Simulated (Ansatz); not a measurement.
Compare A (`O[SiH2][Si](O)(F)F`) with its isomer B (`O[SiH](O)[SiH](F)F`).

Calculated with Ansatz (gas phase, PBE0-D4/def2-TZVP geometries, no zero-point term in ΔE). CCSD(T)/CBS adds triple-zeta CCSD(T) − MP2 to the extrapolated MP2 energy (def2 sets, frozen cores). DFT in def2-TZVPP. B3LYP here is the variant with VWN-RPA as its local correlation; programs differ in this. One conformer a species, not always the lowest.

Problem. Which is lower in electronic energy at CCSD(T)/CBS, and by how much? (An estimate is asked.)

Solution. The calculation gave: A, by 19.1 kJ/mol.

Problem. Give E(B) − E(A) in kJ/mol with CCSD/def2-TZVPP, PBE0-D4, CCSD(T)/def2-TZVPP, PBE-D4, B3LYP, B3LYP-D4, ωB97M-V. (Best estimate.)

Solution. Computed: CCSD/def2-TZVPP 19.9, PBE0-D4 20.5, CCSD(T)/def2-TZVPP 20.1, PBE-D4 19.5, B3LYP 18.2, B3LYP-D4 19.0, ωB97M-V 20.3. None reverses the order clearly.

Largest T1 diagnostic: 0.012.
